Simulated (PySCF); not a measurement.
B(Cl)2(nBu), SMILES CCCCB(Cl)Cl (C4H9BCl2) (GFN2-xTB optimised geometry):

```
16

B     -2.286     0.397     0.000
Cl    -3.195    -1.058     0.010
Cl    -3.147     1.890     0.000
C     -0.700     0.397     0.000
C     -0.035    -0.979    -0.132
C      1.491    -0.902    -0.177
C      2.110    -0.462     1.145
H     -0.332     1.044    -0.803
H     -0.351     0.869     0.923
H     -0.339    -1.610     0.705
H     -0.391    -1.457    -1.047
H      1.879    -1.890    -0.434
H      1.796    -0.213    -0.968
H      1.786    -1.116     1.951
H      1.829     0.558     1.393
H      3.195    -0.506     1.085
```

Level of theory: B3LYP/def2-TZVP run with PySCF.

Q: What are the frontier orbital energies and the dipole moment?

A: HOMO-2 -8.96 eV, HOMO-1 -8.67 eV, HOMO -8.39 eV, LUMO -1.29 eV, LUMO+1 0.54 eV; dipole moment 1.35 D.

Meta-Löwdin charges at B3LYP/def2-TZVP: B1 0.14, Cl2 -0.04, Cl3 -0.05, C4 -0.31, C5 -0.18, C6 -0.18, C7 -0.33, H8 0.12, H9 0.13, H10 0.10, H11 0.10, H12 0.10, H13 0.09, H14 0.10, H15 0.10, H16 0.11.
